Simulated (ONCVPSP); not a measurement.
## rhenium: excitation energies, all-electron against ONCV

rhenium (Re), optimised norm-conserving Vanderbilt (ONCV), made with ONCVPSP 4.0.1 (PBEsol, scalar-relativistic). Core [Kr] 4d10 4f14 5s2, reference 5p6 5d5 6s1.5 (charge +0.5). Waves: 6s: rc 2.75 bohr, ncon 4, nbas 7, qcut 2.4 1/bohr, 1 projector; 5p: rc 1.40 bohr, ncon 5, nbas 9, qcut 5.5 1/bohr, 2 projectors, debl 2 Ha; 5d: rc 2.60 bohr, ncon 3, nbas 7, qcut 6.2 1/bohr, 1 projector. Local part: polynomial inside 0.95 bohr (lpopt 5, dvloc0 1 Ha). Core correction: Teter function fitted to the true core (icmod 2), fcfact 0.45.

Energies are relative to the spin-unpolarised reference configuration 5p6 5d5 6s1.5; without spin polarisation the order of configurations can differ from experiment.

```csv
valence configuration,charge,ΔE all-electron (eV),error AE − PS (meV)
5p6 5d5 6s2,0,-3.802,+0.4
5p6 5d5 6s1,+1,5.491,-3.3
5p6 5d4 6s0,+3,48.993,-3.0
```

Task: What are ΔE and the potential's error for 5p6 5d5 6s0?

Result: ΔE = 21.835 eV all-electron; the error (AE − PS) is -22 meV.

Levels in the configuration 5p6 5d5 6s1:

```
level  all-electron (eV)  pseudo (eV)
   5p            -54.847      -54.820
   5d            -12.989      -12.987
   6s            -12.729      -12.735
```

Note: ghosts flagged at negative energy: s at -402.7 eV, s at -38.1 eV; GHOST(+) flagged for p at 265.2 eV. A true bound ghost makes a file unfit for plane-wave use.
